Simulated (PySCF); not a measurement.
C5H6N, SMILES c1cc[nH+]cc1, charge +1. Atoms are numbered in the order given.

```xyz
12

C      0.0000     0.0000     1.4135
C      0.0000    -1.2095     0.7153
C      0.0000    -1.1844    -0.6672
N      0.0000     0.0000    -1.3047
C      0.0000     1.1844    -0.6672
C      0.0000     1.2095     0.7153
H      0.0000     0.0000     2.5064
H      0.0000    -2.1685     1.2358
H      0.0000    -2.0816    -1.2888
H      0.0000     0.0000    -2.3251
H      0.0000     2.0816    -1.2888
H      0.0000     2.1685     1.2358
```
Charge +1, spin multiplicity 1.

Coordinates come from a PBE0-D3(BJ)/def2-SVP optimisation. The isomer is the one that the SMILES or the coordinates give; other isomers of the formula were not compared.

Calculation: PBE/pcSseg-1 run with PySCF.

GIAO shieldings, no solvent; atoms alike by connectivity are averaged. δ = σ(ref) − σ: ¹³C against TMS (σ = 182.0 ppm); ¹⁵N against NH3 (σ = 267.0 ppm); ¹H against TMS (σ = 31.49 ppm), references at their B3LYP-D3(BJ)/def2-TZVP geometries, non-relativistic.

Computed chemical shifts:
| nucleus | atoms | count | δ (ppm) |
|---|---|---|---|
| ¹³C | C1 | 1 | 157.4 |
| ¹³C | C3, C5 | 2 | 144.7 |
| ¹³C | C2, C6 | 2 | 137.9 |
| ¹⁵N | N4 | 1 | 216.3 |
| ¹H | H10 | 1 | 10.53 |
| ¹H | H7 | 1 | 9.27 |
| ¹H | H9, H11 | 2 | 8.74 |
| ¹H | H8, H12 | 2 | 8.72 |
